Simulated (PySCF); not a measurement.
AlGeH5O2S, SMILES [OH][Al]([OH])[S][GeH3]. Atoms are numbered in the order given.

```xyz
10

Ge    -0.1685    -1.7321     0.0000
S      1.3078    -0.0169     0.0000
Al    -0.1152     1.6267     0.0000
O      0.3304     3.2651     0.0000
O     -1.7539     1.1786     0.0000
H     -1.0392    -1.6954    -1.2674
H     -1.0392    -1.6954     1.2674
H      0.7181    -2.9929     0.0000
H      1.2253     3.6148     0.0000
H     -2.5103     1.7710     0.0000
```
Charge 0, spin multiplicity 1.

The structure is a stationary point at B3LYP-D3(BJ)/def2-SVP. The structure was generated by enumeration; whether it is a known compound was not checked. Other conformers were not sampled.

Calculation: KT2/pcSseg-1 run with PySCF.

GIAO shieldings, no solvent; atoms listed in one row are averaged. δ = σ(ref) − σ: ⁷³Ge against GeH4 (σ = 1669.3 ppm); ³³S against H2S (σ = 723.0 ppm); ¹⁷O against H2O (σ = 330.4 ppm); ¹H against TMS (σ = 31.47 ppm), references at their B3LYP-D3(BJ)/def2-TZVP geometries, non-relativistic.

**Question.** Estimate the chemical shifts. (Estimate from the structure and the level; the computed values follow.)

**Answer.** 
| nucleus | atoms | count | δ (ppm) |
|---|---|---|---|
| ⁷³Ge | Ge1 | 1 | 185.2 |
| ³³S | S2 | 1 | -114.4 |
| ¹⁷O | O4 | 1 | 45.5 |
| ¹⁷O | O5 | 1 | 29.8 |
| ¹H | H6, H7, H8 | 3 | 5.20 |
| ¹H | H9 | 1 | 2.37 |
| ¹H | H10 | 1 | 1.87 |
